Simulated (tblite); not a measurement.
Species: C5H7N2OS (doublet state).
SMILES with atom numbers: `[CH3:1][O:2][CH2:3][CH2:4][c:5]1[c:6][n:7][s:8][n:9]1` (hydrogens: H10, H11, H12 on C1; H13, H14 on C3; H15, H16 on C4)

The geometry is computed with GFN2-xTB (gas phase). This method treats the open shell by occupation alone, without spin polarisation.

Problem. List the bond lengths, angles and torsions at this level.

Solution. 
| bond | length (bohr) | order |
| --- | --- | --- |
| C1–O2 | 2.651 | single |
| O2–C3 | 2.658 | single |
| C3–C4 | 2.895 | single |
| C4–C5 | 2.806 | single |
| C5–C6 | 2.666 | aromatic |
| C6–N7 | 2.399 | aromatic |
| N7–S8 | 3.139 | aromatic |
| S8–N9 | 3.099 | aromatic |
| C5–N9 | 2.484 | aromatic |
| C1–H10, C1–H12 | 2.074 | single |
| C1–H11 | 2.055 | single |
| C3–H13, C3–H14 | 2.083 | single |
| C4–H15, C4–H16 | 2.060 | single |

Bonds in one row agree within 0.02 bohr and their mean is given. Orders are formal, as drawn. A selection of angles:
| angle | degrees |
| --- | --- |
| O2–C1–H10 | 111.3 |
| O2–C1–H11 | 106.6 |
| H10–C1–H11 | 109.5 |
| C1–O2–C3 | 113.2 |
| O2–C3–C4 | 108.6 |
| O2–C3–H13 | 110.3 |
| C4–C3–H13 | 109.6 |
| H13–C3–H14 | 108.1 |
| C3–C4–C5 | 110.3 |
| C3–C4–H15 | 109.2 |
| C5–C4–H15 | 109.2 |
| H15–C4–H16 | 110.2 |
| C4–C5–C6 | 127.8 |
| C4–C5–N9 | 122.8 |
| C6–C5–N9 | 109.3 |
| C5–C6–N7 | 117.5 |
| C6–N7–S8 | 107.4 |
| N7–S8–N9 | 95.0 |
| C5–N9–S8 | 110.8 |

Dihedral angles: C1–O2–C3–C4 178° (antiperiplanar); O2–C3–C4–C5 -65° (synclinal); C3–C4–C5–C6 78° (synclinal). The mirror-image conformer, all signs reversed, is as good.

C6 (carbon bonded to C and N) is bent (angle 117.5°). The 5-membered ring C5–C6–N7–S8–N9 has internal angles of 95.0° to 117.5°; it is planar, 0.00 Å rms from its mean plane, widest ring torsion 0°. S8 (sulfur bonded to 2 N) is bent (angle 95.0°). The 3 C–C bonds span 1.411 Å (C5–C6, aromatic) to 1.532 Å (C3–C4, drawn single), a spread of 0.121 Å. The 2 N–S bonds span 1.640 Å (S8–N9, aromatic) to 1.661 Å (N7–S8, aromatic), a spread of 0.021 Å. Of the pairs four or more bonds apart, O2···C6 is among the closest relative to their van der Waals radii: 3.11 Å, 97 % of the sum of Bondi's values. The 2 C–N bonds span 1.269 Å (C6–N7, aromatic) to 1.314 Å (C5–N9, aromatic), a spread of 0.045 Å.

Point group: C1 (no symmetry element, even within 0.4 Å). Its lowest GFN2-xTB frequency is 2 cm⁻¹, too small to tell a flat minimum from a shallow saddle.
